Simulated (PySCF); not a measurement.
Stretching BePb

Set-up: basis Be def2-SVPD, Pb def2-SVPD with ECP60; scalar-relativistic core potentials; PySCF 2.14. Energies in eV from Be + Pb in their ground configurations at the same level. State: ³Σ⁻ (triplet), unpaired electrons π ↑↑.

| R (Å) | PBE0 | UHF |
| --- | --- | --- |
| 2.088 | -0.652 | 0.5320 |
| 2.185 | -0.933 | 0.2065 |
| 2.282 | -1.086 | 0.0103 |
| 2.355 | -1.139 | -0.0775 |
| 2.428 | -1.153 | -0.1300 |
| 2.501 | -1.138 | -0.1582 |
| 2.598 | -1.087 | -0.1716 |
| 2.719 | -0.991 | -0.1672 |
| 2.865 | -0.854 | -0.1492 |
| 3.059 | -0.669 | -0.1215 |

Task: Put a parabola through the three lowest points of the PBE0 curve and estimate Re, k and ωe (reduced mass 8.638 u; 1 eV/Å² = 0.16022 mdyn/Å; ωe = 1302.8·√(k/μ) cm⁻¹).

Result: Through R = 2.355, 2.428, 2.501 Å the second-order coefficient is 2.72 eV/Å², so Re ≈ 2.427 Å, k ≈ 0.872 mdyn/Å and ωe ≈ 414 cm⁻¹. A polynomial fit of higher order to the unrounded PBE0 energies gives Re = 2.423 Å, k = 0.889 mdyn/Å, ωe = 418 cm⁻¹; anharmonicity and rounding make the difference.

The higher-order fit for each curve: PBE0: Re = 2.423 Å, ωe = 418 cm⁻¹, De = 1.15 eV; UHF: Re = 2.624 Å, ωe = 208 cm⁻¹, De = 0.172 eV.

Spin–orbit coupling is left out, which matters for elements this heavy, above all for dissociation energies. The state is the lowest determinant that a PBE0 search found; another state may lie lower at other levels.
